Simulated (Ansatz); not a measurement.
Reaction (formal exchange of groups at the Si–Si bond): `C[SiH]([AlH2])[SiH3]` + `[SbH3]` → `C[SiH]([AlH2])[SbH2]` + SiH₄

Gas-phase electronic energies from Ansatz, PBE0-D4/def2-TZVP geometries. CCSD(T)/CBS adds triple-zeta CCSD(T) − MP2 to the extrapolated MP2 energy (def2 sets, frozen cores). This one scheme is used for every species. Functionals use def2-TZVPP. B3LYP here is the variant with VWN-RPA as its local correlation; programs differ in this. def2 core potentials past Kr. For Sb outer-core shells are correlated without core-valence functions, which leaves a few kJ/mol of doubt a bond.

```
   level  ΔE (kJ/mol)
  B97M-V        -39.1
B3LYP-D4        -47.6
```

(1) What does CCSD(T)/CBS give? (Best estimate.)

Largest T1 diagnostic among the species: 0.014.

Answers

(1) Computed: -57.3 kJ/mol. The listed levels differ from it by 18.2, 9.7 kJ/mol.

Leaving LDA and LC-ωPBE aside and taking each functional with its dispersion term where it has one, the values, not all of them listed here, spread over 14.4 kJ/mol, from PBE-QIDH to B97M-V. LDA lies −10.0 kJ/mol from PBE without D4. The D4 term adds −6.6 kJ/mol with B3LYP and −3.3 kJ/mol with PBE0; it sums over pairs of atoms, weighted by their polarisabilities, and B3LYP, whose exchange is more repulsive, gets the larger term.

CCSD(T)/CBS has its own doubt, a few kJ/mol and more with outer-core shells, so smaller differences from it don't rank the levels.
